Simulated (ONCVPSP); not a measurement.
# Transferability test, ONCV potential for nitrogen (N)

ONCVPSP 4.0.1 input, shortened (lines: element, Z, core and valence counts, functional; n l f; lmax; l rc ep ncon nbas qcut; lloc lpopt rc5 dvloc0; l nproj debl; icmod fcfact rcfact), LDA (Perdew-Zunger), scalar-relativistic:

```
  N 7.00    1    2        3      upf
    1    0    2.00
    2    0    2.00
    2    1    1.50
    1
    0    0.85    0.00    4    7    6.50
    1    1.90    0.00    4    8    7.20
    0    5    0.85    0.00
    0    0    0.50
    1    2    3.40
    0    0.00    0.00
```

Energies are relative to the spin-unpolarised reference configuration 2s2 2p1.5; without spin polarisation the order of configurations can differ from experiment.

```csv
valence configuration,charge,ΔE all-electron (eV),error AE − PS (meV)
2s2 2p3,0,-26.116,+171
2s2 2p1,+2,16.586,+54
2s1 2p4,0,-14.912,+343
```

**Question.** What are ΔE and the potential's error for 2s2 2p2?

**Answer.** ΔE = -12.384 eV all-electron; the error (AE − PS) is +34 meV.

Levels in the configuration 2s2 2p1:

| level | all-electron (eV) | pseudo (eV) |
| --- | --- | --- |
| 2s | -48.893 | -48.792 |
| 2p | -37.616 | -37.374 |
